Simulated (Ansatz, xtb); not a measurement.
## Relaxing a trial structure of AlClNO

The starting geometry of this gas-phase doublet has its atoms placed at random.

| atom | x (Å) | y (Å) | z (Å) |
| --- | --- | --- | --- |
| Al | -0.5784 | 1.1050 | -0.6280 |
| Cl | 1.0555 | 0.3797 | 0.3822 |
| N | -1.6851 | -0.3958 | -0.7478 |
| O | -1.7146 | -0.0966 | 0.6581 |

**Question.** One run relaxed it with r2SCAN-D4/def2-SVP. What is a likely outcome?

**Answer.** It ends as `O=[N][Al][Cl]`. Distances that change by over a tenth: N3–O4 (1.44 → 1.19 Å). Contacts that open: Al1–O4 (2.09 → 2.92 Å).

The energy falls by 1.67 eV over 25 steps:

| step | E − E(last) (eV) |
| --- | --- |
| 1 | 1.669 |
| 4 | 0.743 |
| 6 | 0.733 |
| 9 | 0.699 |
| 12 | 0.433 |
| 14 | 0.424 |
| 17 | 0.354 |
| 20 | 0.150 |
| 22 | 0.001 |
| 25 | 0.000 |

Final geometry (Å):

```yaml
atoms:
  - { symbol: Al, position_ang: [-0.3420, 1.0717, -0.6046] }
  - { symbol: Cl, position_ang: [1.6227, 0.6712, 0.0774] }
  - { symbol: N, position_ang: [-1.5301, -0.2066, 0.0867] }
  - { symbol: O, position_ang: [-2.6732, -0.5439, 0.1049] }
```

From the same start GFN2-xTB ends elsewhere, at `[Cl][Al]1[N][O]1`.

From so rough a start the end depends on the optimiser's path, so another program may land elsewhere. No frequencies were run, so the end isn't proven a minimum. Open shells are spin-unrestricted. Run with Ansatz 0.2.0, 2.6 min on 1 thread of Intel(R) Xeon(R) 6975P-C (Granite Rapids), with other jobs on the host.
